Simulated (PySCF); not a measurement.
**From a computed spectrum to the compound**

A species of 9 atoms with charge -1 has these harmonic modes (PBE0, small Gaussian bases with core potentials, PySCF 2.14.0):

```tsv
cm⁻¹	km/mol
81	64.9
81	65.0
82	76.2
84	0.0
86	10.1
86	10.1
112	0.0
112	0.0
173	0.0
174	0.9
210	299.7
212	300.4
212	300.4
509	180.0
509	180.0
509	180.1
550	0.0
4039	24.0
4039	24.0
4039	24.0
4039	0.0
```

(1) Which species is it, and in which structure?

## Answers

(1) [Tb(OH)4]− (singlet in the valence; each metal's 4f electrons, 8 of them, lie in its core potential, out of spins and levels):
```xyz
9

Tb    0.0000    0.0000    0.0000
O     1.3373    1.0981    1.2303
H     1.9316    1.6004    1.7804
O    -1.3373   -1.0981    1.2303
H    -1.9316   -1.6004    1.7804
O     1.0981   -1.3373   -1.2303
H     1.6004   -1.9316   -1.7804
O    -1.0981    1.3373   -1.2303
H    -1.6004    1.9316   -1.7804
```
Ideal gas at 298.15 K and 1 bar: S = 475.3 J/(mol K), Cp = 157.5 J/(mol K), H − H(0 K) = 35.4 kJ/mol (rigid rotor, harmonic modes, spin degeneracy alone, that of the 4f electrons in the core included). The run didn't use the full symmetry, so degenerate modes split by noise. An lcecp potential fixes the number of 4f electrons, so in runs with it no electron can move into or out of that shell.
 The answer isn't unique; the calculation gave this one.
